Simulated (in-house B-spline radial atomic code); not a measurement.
Br: [Ar] 3d10 4s2 (4p1/2)2 (4p3/2)3 (an excited or competing configuration)

All numbers are computed (Dirac-Hartree-Fock, average of the jj configuration; Fermi nucleus of rms radius 4.1629 fm) with a radial B-spline atomic code at the basis-set limit, not measured.

Z_r = [3n² - l(l+1)]/(2<r>); Z_e = n√(-2ε); the last column is Slater's effective charge. Values are occupation-weighted means over j. An effective charge above Z reflects the relativistic contraction of the inner shells.

```json
{"shell": "1s", "electrons": "2", "ε (eV)": "-13565", "<r> (bohr)": "0.04273", "Z_r": "35.10", "Z_e": "31.58", "Slater": "34.70"}
{"shell": "2s", "electrons": "2", "ε (eV)": "-1826.5", "<r> (bohr)": "0.1887", "Z_r": "31.80", "Z_e": "23.17", "Slater": "30.85"}
{"shell": "2p", "electrons": "6", "ε (eV)": "-1606", "<r> (bohr)": "0.1653", "Z_r": "30.24", "Z_e": "21.73", "Slater": "30.85"}
{"shell": "3s", "electrons": "2", "ε (eV)": "-277.49", "<r> (bohr)": "0.5483", "Z_r": "24.62", "Z_e": "13.55", "Slater": "23.75"}
{"shell": "3p", "electrons": "6", "ε (eV)": "-205.42", "<r> (bohr)": "0.5619", "Z_r": "22.25", "Z_e": "11.66", "Slater": "23.75"}
{"shell": "3d", "electrons": "10", "ε (eV)": "-85.774", "<r> (bohr)": "0.5863", "Z_r": "17.91", "Z_e": "7.53", "Slater": "13.85"}
{"shell": "4s", "electrons": "2", "ε (eV)": "-27.757", "<r> (bohr)": "1.71", "Z_r": "14.04", "Z_e": "5.71", "Slater": "7.60"}
{"shell": "4p", "electrons": "5", "ε (eV)": "-12.426", "<r> (bohr)": "2.102", "Z_r": "10.94", "Z_e": "3.82", "Slater": "7.60"}
```

The least bound orbital is 4p3/2 at -12.28 eV, and it is also the most diffuse (<r> = 2.118 bohr).

For the 1s electron the small component carries 1.61 % of the norm, the zero-frequency Breit interaction raises the level by 21.57 eV, self-energy by 11.38 eV, and vacuum polarisation lowers it by 1.161 eV.
